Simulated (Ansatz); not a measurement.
`N#C[Si](F)(F)F` + `CO[SiH](F)OC` → `CO[Si](F)(C#N)OC` + `F[SiH](F)F`  (formal exchange of groups at a C–Si bond)

Program: Ansatz. Geometries: PBE0-D4/def2-TZVP. ΔE: electronic, gas phase. CCSD(T)/CBS adds triple-zeta CCSD(T) − MP2 to the extrapolated MP2 energy (def2 sets, frozen cores). Functionals use def2-TZVPP. One conformer a species, not always the lowest.

```json
{"level": "PBE-D4", "ΔE (kcal/mol)": "-5.2"}
{"level": "ωB97M-V", "ΔE (kcal/mol)": "-5.5"}
{"level": "r2SCAN", "ΔE (kcal/mol)": "-5.2"}
{"level": "PBE0", "ΔE (kcal/mol)": "-5.1"}
{"level": "HF/def2-TZVPP", "ΔE (kcal/mol)": "-5.8"}
{"level": "CCSD(T)/def2-TZVPP", "ΔE (kcal/mol)": "-5.5"}
{"level": "MP2/def2-QZVPP", "ΔE (kcal/mol)": "-5.8"}
{"level": "HF/CBS(def2)", "ΔE (kcal/mol)": "-5.8"}
```

(1) What does CCSD(T)/CBS give? (Best estimate.)

Largest T1 diagnostic among the species: 0.013.

## Answers

(1) The calculation gave: -5.6 kcal/mol. The listed levels differ from it by 0.4, 0.1, 0.4, 0.5, -0.2, 0.1, -0.2, -0.2 kcal/mol.
